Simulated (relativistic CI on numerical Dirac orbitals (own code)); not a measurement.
**Sensitivity of the levels of La40+ to α and to the nuclear radius**

These numbers are calculated, not measured: Dirac-Coulomb-Breit CI, separate exchange-only KLI orbitals for each configuration, derivatives by finite differences, unscaled Slater integrals, QED left out (own radial code, finite nucleus).

Configuration list (outside the closed core [Ne]): 3s2.3p5, 3s.3p6, 3s2.3p4.3d, 3s.3p5.3d, 3p6.3d, 3s.3p4.3d2, 3p5.3d2, 3p4.3d3. Double excitations out of closed p, d and f shells are left out; levels of such configurations are missing from the list, as are those of other unlisted configurations, and high levels can miss mixing partners.

With x = (α/α₀)² − 1 an excitation energy changes as ω = ω₀ + qx; K = 2q/ω₀ is the relative enhancement. Terms are leading LS components, so labels can repeat. The field-shift factor is F = δν/δ⟨r²⟩ for the transition from the lowest level.

Lowest level 3s2.3p5 2P°_3/2.

```csv
Level,ω₀ (cm⁻¹),q (cm⁻¹),K,F (GHz/fm²)
3s2.3p5 2P°_1/2,808886,903500,2.23,-40.9
3s2.3p4.3d 4D_3/2,1323094,53710,0.0812,1.21
3s2.3p4.3d 4D_5/2,1346605,70720,0.105,1.64
3s2.3p4.3d 4P_1/2,1351679,81830,0.121,-32.4
3s2.3p4.3d 4F_7/2,1385384,55420,0.08,2.39
3s2.3p4.3d 2D_3/2,1494117,75070,0.1,-0.0717
3s2.3p4.3d 2F_7/2,1518009,232100,0.306,3.66
3s2.3p4.3d 2P_1/2,1524104,361900,0.475,-186
3s2.3p4.3d 4F_9/2,1538420,228300,0.297,5.29
3s2.3p4.3d 2D_5/2,1701662,248300,0.292,1.4
3s2.3p4.3d 2D_3/2,1736564,277600,0.32,1.15
3s2.3p4.3d 2D_5/2,1759961,293500,0.334,-1.58
3s.3p6 2S_1/2,1865423,895700,0.96,-774
```

At this charge energies of transitions that change n are usually good to better than 1 %, and those within a shell (Δn = 0) to a few per cent.
